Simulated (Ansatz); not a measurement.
(F)3Ti-O-SiH3 (TiSiOF3H3). Total charge 0; singlet. Geometry r2SCAN-D4/def2-SVP, basis def2-TZVP, Ansatz.

Cartesian coordinates in Å:
```
Ti -0.720 0.348 1.489
F -0.008 1.791 2.159
F -0.463 -0.983 2.585
F -2.434 0.597 1.277
O 0.024 -0.012 -0.068
Si 0.745 -0.361 -1.544
H -0.320 -0.521 -2.573
H 1.650 0.763 -1.913
H 1.525 -1.623 -1.411
```

```json
{"run": "A", "HOMO (eV)": "-9.27", "LUMO (eV)": "-2.85"}
{"run": "B", "HOMO (eV)": "-9.67", "LUMO (eV)": "-2.47"}
{"run": "C", "HOMO (eV)": "-8.59", "LUMO (eV)": "-3.38"}
{"run": "D", "HOMO (eV)": "-13.19", "LUMO (eV)": "1.71"}
{"run": "E", "HOMO (eV)": "-8.21", "LUMO (eV)": "-3.38"}
{"run": "F", "HOMO (eV)": "-12.10", "LUMO (eV)": "-0.14"}
```

HSE06 is defined as in plane-wave codes, on full-range PBE exchange.

Question: The runs used HF, HSE06, PBE, PBE0, r2SCAN, ωB97X-V. Estimate which is which.

Answer: A HSE06 (range-separated); B PBE0 (25 % exact exchange); C r2SCAN (0 % exact exchange); D HF (100 % exact exchange); E PBE (0 % exact exchange); F ωB97X-V (range-separated). Exact exchange lowers occupied and raises empty levels; among semilocal functionals meta-GGAs tend to open the gap a little, and such runs are hard to tell apart. The gap grows from 4.83 eV (PBE) to 14.90 eV (HF).
